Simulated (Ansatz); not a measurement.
`[SiH3]O[Si]O[SiH3]` + `CC` → `CC[Si]O[SiH3]` + `O[SiH3]`  (formal exchange of groups at the Si–O bond)

Calculated with Ansatz (gas phase, PBE0-D4/def2-TZVP geometries, no zero-point term in ΔE). CCSD(T)/CBS adds triple-zeta CCSD(T) − MP2 to the extrapolated MP2 energy (def2 sets, frozen cores). This one scheme is used for every species. DFT in def2-TZVPP. B3LYP here is the variant with VWN-RPA as its local correlation; programs differ in this. HSE06 is defined as in plane-wave codes. One conformer a species, not always the lowest.

`[SiH3]O[Si]O[SiH3]`:

Cartesian coordinates in Å:
```
Si -2.507 -0.247 1.428
O -1.142 -0.146 0.519
Si -0.464 -0.346 -0.961
O 1.083 0.100 -0.643
Si 2.599 0.316 -1.237
H -3.651 -0.715 0.603
H -2.814 1.095 1.981
H -2.274 -1.205 2.537
H 2.987 1.736 -1.054
H 2.648 -0.027 -2.682
H 3.535 -0.560 -0.491
```

`CC`:

Z-matrix (Å, degrees):
```
C
C 1 1.519
H 1 1.093 2 111.4
H 1 1.093 2 111.4 3 120.0
H 1 1.093 2 111.4 3 -120.0
H 2 1.093 1 111.4 3 180.0
H 2 1.093 1 111.4 3 -60.0
H 2 1.093 1 111.4 3 60.0
```

`CC[Si]O[SiH3]`:

```xyz
13

C     0.865   -0.544    1.324
C     1.271   -0.845   -0.121
Si    1.413    0.738   -1.176
O    -0.163    1.227   -1.228
Si   -1.748    0.977   -0.877
H    -0.127   -0.086    1.381
H     1.565    0.145    1.808
H     0.835   -1.451    1.933
H     0.542   -1.522   -0.587
H     2.237   -1.362   -0.141
H    -2.021   -0.468   -0.650
H    -2.102    1.737    0.348
H    -2.567    1.454   -2.017
```

`O[SiH3]`:

Z-matrix (Å, degrees):
```
Si
O 1 1.648
H 1 1.489 2 111.7
H 1 1.489 2 111.7 3 120.9
H 1 1.481 2 105.9 3 -119.6
H 2 0.957 1 117.9 3 -60.5
```

(1) Is it downhill or uphill in electronic energy at CCSD(T)/CBS, and by how much? (Best estimate.)

(2) What do these levels give: B3LYP-D4, r2SCANh-D4, r2SCAN0-D4, BHLYP-D4, CAM-B3LYP-D4, PBE, revPBE, BLYP, r2SCANh, r2SCAN0, HSE06, HF/def2-TZVPP? (Estimate.)

Largest T1 diagnostic among the species: 0.014.

Results:

(1) Computed: Uphill: ΔE = +181.4 kJ/mol.

(2) Computed: B3LYP-D4 186.0, r2SCANh-D4 185.5, r2SCAN0-D4 185.6, BHLYP-D4 192.4, CAM-B3LYP-D4 190.4, PBE 177.0, revPBE 179.5, BLYP 192.6, r2SCANh 186.8, r2SCAN0 187.0, HSE06 179.7, HF/def2-TZVPP 204.7 kJ/mol.

From BLYP to BHLYP (50 % exact exchange), in def2-TZVPP and without D4, ΔE moves by +4.7 kJ/mol. Leaving LDA and LC-ωPBE aside and taking each functional with its dispersion term where it has one, the values, not all of them listed here, spread over 24.8 kJ/mol, from revPBE-D4 to BHLYP-D4. LDA lies −4.8 kJ/mol from PBE without D4.
